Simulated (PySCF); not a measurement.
Compound: C7H7NO.
SMILES with atom numbers: `[CH3:1][C:2](=[O:3])[c:4]1[cH:5][cH:6][n:7][cH:8][cH:9]1` (hydrogens: H10, H11, H12 on C1; H13 on C5; H14 on C6; H15 on C8; H16 on C9)

Computed with PySCF at wB97X-D/pcSseg-2, non-relativistic, on one gas-phase PBE0-D3(BJ)/def2-TZVP geometry that isn't relaxed in the solvent. The solvent is an IEF-PCM continuum (cavity from Bondi-type radii × 1.2). Only the electrostatic response of the medium enters.

Gas phase at wB97X-D/pcSseg-2: HOMO -9.51 eV, LUMO -0.45 eV, dipole 2.54 D.

Question: What does the continuum do to the energy, the frontier levels and the dipole at wB97X-D/pcSseg-2 in chloroform?

Answer: 
```tsv
solvent	ε	E(solvent) − E(gas) (kcal/mol)	polarisation term (kcal/mol)	distortion of the solute (kcal/mol)	HOMO (eV)	LUMO (eV)	dipole (D)
chloroform	4.711	-5.52	-6.35	0.83	-9.53	-0.40	3.28
```

The first energy column is the sum of the next two and covers electrostatics alone.

Question: Which radius a makes the point-dipole formula ΔE = −[(ε − 1)/(2ε + 1)]·μ²/a³ give the value in chloroform, with the gas-phase dipole?

Answer: μ = 0.999 au and |ΔE| = 0.00880 Eh give a = 1.82 Å; the farthest nucleus lies 3.52 Å from the centroid of the nuclei, so such a sphere wouldn't even hold the nuclei. The formula assumes a rigid point dipole at the centre of a sphere.

Hardware: 2 threads, Intel Xeon at 2.50 GHz (x86_64), no GPU, on a shared host. Cost: 3.1 min wall, 6.4 min CPU, 3.0 GiB resident at most. This is the whole shielding run at wB97X-D/pcSseg-2 in chloroform, SCF included.

The values belong to the conformer `[CH3:1][C:2](=[O:3])[c:4]1[cH:5][cH:6][n:7][cH:8][cH:9]1`: C1–C2–C4–C5 179°.

wB97X-D is run here without its empirical dispersion term; that term would change no orbital, density or response property at a fixed geometry.
